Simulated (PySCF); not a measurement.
**Working out the ionisation energy of Sn²⁺**

Sn²⁺ [Kr] 4d10 5s2 (1S) → Sn³⁺ [Kr] 4d10 5s1 (2S). Calculation: PySCF 2.14, in aug-cc-pwCVDZ-PP with ECP28MDF; scalar relativity through the core potential. Frozen: nothing. Energies in hartree (1 hartree = 27.21139 eV):

```json
{"part": "UHF", "Sn²⁺ (lower)": "-212.579270", "Sn³⁺ (upper)": "-211.530520"}
{"part": "MP2 opposite-spin", "Sn²⁺ (lower)": "-0.264284", "Sn³⁺ (upper)": "-0.217768"}
{"part": "MP2 same-spin", "Sn²⁺ (lower)": "-0.137019", "Sn³⁺ (upper)": "-0.118793"}
```

Q: What does Hartree-Fock give?

A: (-211.530520) − (-212.579270) = 1.048750 hartree = 28.538 eV.

Q: What do MP2 and SCS-MP2 (6/5 opposite-spin, 1/3 same-spin) give?

A: The opposite-spin parts differ by 1.266 eV and the same-spin parts by 0.496 eV. MP2: 28.538 + (1.266) + (0.496) = 30.300 eV. SCS-MP2: 28.538 + 1.2 × (1.266) + (0.496)/3 = 30.223 eV.

Measured between the centres of the two terms (NIST): 30.506 eV, so MP2 (valence and next inner shell) is off by -0.206 eV.

A double-zeta basis recovers only part of the correlation energy.

What remains against the reference includes basis incompleteness and correlation beyond second order.
